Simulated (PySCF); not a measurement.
HO₂Si, SMILES [O][Si]O (connectivity only; charge and spin as stated), neutral, multiplicity 2. Atoms are numbered in the order given.

```xyz
4

Si    -0.3826     0.1026     0.0000
O      0.3414     1.4462     0.0000
O      0.3542    -1.3582     0.0000
H     -0.2091    -2.1412     0.0000
```
Charge 0, spin multiplicity 2.

Geometry: r2SCAN-D4/def2-TZVP. One conformer was computed; it need not be the lowest.

These are TDA-PBE/def2-SVPD run with PySCF values and carry that method's errors.

Vertical excitations. Gas-phase values at a fixed geometry.

Computed lowest excited states:
```tsv
state	energy (eV)	λ (nm)	f	main pairs
root 1	2.67	464	0.009	β HOMO→LUMO 97 %
root 2	2.71	458	0.002	β HOMO−1→LUMO 99 %
root 3	4.00	310	0.029	α HOMO→LUMO 92 %
root 4	4.40	282	0.017	α HOMO−1→LUMO 20 %, β HOMO−2→LUMO 78 %
root 5	4.82	257	0.017	β HOMO−3→LUMO 93 %
root 6	5.14	241	0.004	α HOMO−1→LUMO 44 %, β HOMO−1→LUMO+1 41 %, β HOMO−2→LUMO 10 %
root 7	5.28	235	0.003	α HOMO−2→LUMO 82 %, β HOMO→LUMO+1 15 %
root 8	5.39	230	0.026	α HOMO→LUMO+1 90 %, β HOMO−4→LUMO 7 %
root 9	5.88	211	0.008	α HOMO−2→LUMO 15 %, β HOMO→LUMO+1 83 %
root 10	5.99	207	0.034	α HOMO→LUMO+2 11 %, α HOMO→LUMO+1 6 %, α HOMO−4→LUMO 6 %, β HOMO−4→LUMO 74 %
```
Unrestricted roots are not spin-pure.
